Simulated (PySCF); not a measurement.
**RhH₃: fields on a plane**

These are results of PBE0/[Rh def2-TZVP with ECP28, H def2-TZVP], scalar-relativistic core potentials, density fitting, no spin–orbit coupling, PySCF, not measurements.

The singlet minimum has Rh–H 1.505 Å (×3); H–Rh–H 83.1° (×3).

The plane holds Rh1 at (0.00, 0.00), H2 at (1.50, 0.00), H3 at (0.18, 1.49) Å. Columns run from x = -1.95 to 3.75 Å, rows from y = 3.75 (top) to -1.95 Å, in steps of 0.3 Å. Other isomers or separated fragments may lie lower. Core electrons replaced by a potential are absent, the electrostatic potential uses the reduced nuclear charge, and values within about 0.7 Å of such atoms have no physical meaning.

Problem. Give the electron localisation function (set to 0 where the density is under 0.005 e/Å³). Lower edges of the bins: '0' 0.000, '1' 0.100, '2' 0.200, '3' 0.300, '4' 0.400, '5' 0.499, '6' 0.599, '7' 0.699, '8' 0.799, '9' 0.899; top 1.00.

Solution. 
```
00000000000000000000
00000000000000000000
00000000000000000000
00000688860000000000
00006999997000000000
00048999998400000000
00148999998410000000
00247999997310000000
00125799985211100000
00123357643245530000
00013443323589980000
00014777734999997000
00004700746999998000
00004700636999998000
00014777745999997000
00023434433799980000
00011100122477750000
00000000011234300000
00000000001111000000
00000000000000000000
```

Problem. Give the electrostatic potential (V) (cut at 20 V). Lower edges of the bins (V): '0' -0.95, '1' -0.82, '2' -0.63, '3' -0.32, '4' 0.18, '5' 0.96, '6' 2.20, '7' 4.16, '8' 7.27, '9' 12.19; top 20.0.

Solution. 
```
33333333333333333333
33333333222222223333
33333333222222222333
33333333322222222233
33333334332222222223
33333455543211222223
33333578753111122222
33334699963100112222
44445699963100112222
44556789864222222222
55678999986554322222
56689999998886432222
56789999999998543223
56799999999998543333
56789999998886433333
56678999986554333333
55667898865433333333
55566777654333333333
55556666554333333333
45555555544333333333
```
